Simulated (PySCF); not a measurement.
H4O2Zr, SMILES [OH][ZrH2][OH], multiplicity 1.

Geometry: r2SCAN-D4/def2-TZVP. The multiplicity is an assumed one; no other spin state was optimised. The structure was generated by enumeration; whether it is a known compound was not checked. The def2 effective core potentials stand for the cores of Zr; spin–orbit coupling is left out. Other conformers were not sampled.

Level of theory: r2SCAN/def2-TZVPD (PySCF).

Symmetry labels are those of the subgroup C2v that the program uses (full group C2v).

Question: List the valence orbital energies around the gap with their symmetry. (An estimate is asked for; the answer gives what the named calculation found.)

Answer: 
```json
[
 {"orbital": "HOMO−7", "symmetry": "A1", "energy (eV)": "-13.27"},
 {"orbital": "HOMO−6", "symmetry": "B1", "energy (eV)": "-12.76"},
 {"orbital": "HOMO−5", "symmetry": "A2", "energy (eV)": "-8.84"},
 {"orbital": "HOMO−4", "symmetry": "A1", "energy (eV)": "-8.81"},
 {"orbital": "HOMO−3", "symmetry": "B2", "energy (eV)": "-8.62"},
 {"orbital": "HOMO−2", "symmetry": "B1", "energy (eV)": "-8.62"},
 {"orbital": "HOMO−1", "symmetry": "A1", "energy (eV)": "-7.17"},
 {"orbital": "HOMO", "symmetry": "B2", "energy (eV)": "-6.68"},
 {"orbital": "LUMO", "symmetry": "A1", "energy (eV)": "-2.07"},
 {"orbital": "LUMO+1", "symmetry": "A2", "energy (eV)": "-1.34"},
 {"orbital": "LUMO+2", "symmetry": "B1", "energy (eV)": "-0.73"},
 {"orbital": "LUMO+3", "symmetry": "B2", "energy (eV)": "-0.61"}
]
```
